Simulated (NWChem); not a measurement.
System: InH2Cl; SMILES [Cl][InH2]

The following NWChem deck was run.

```
start job
memory heap 200 mb stack 900 mb global 1100 mb
geometry units angstroms noautoz
  In     0.000000     0.000000     0.666886
  H      0.000000    -1.581653     1.330331
  H      0.000000     1.581653     1.330331
  Cl     0.000000     0.000000    -1.699832
end
basis spherical
  In library def2-svp
  H library def2-svp
  Cl library def2-svp
end
ecp
  In library def2-ecp
end
dft
  xc mn15
  iterations 150
  mulliken
end
task dft energy
```

All runs use the structure optimised with PBE0/def2-SVP. def2 effective core potentials on In; no spin-orbit coupling.

Q: Give the results of this calculation. (MN15/def2-SVP with def2 effective core potentials on In.) Quantities: energy (Ha); highest occupied level (eV); orbital gap (eV); dipole (D).

A: 
```json
{
 "energy (Ha)": "-650.86",
 "highest occupied level (eV)": "-8.65",
 "orbital gap (eV)": "7.17",
 "dipole (D)": "2.79"
}
```
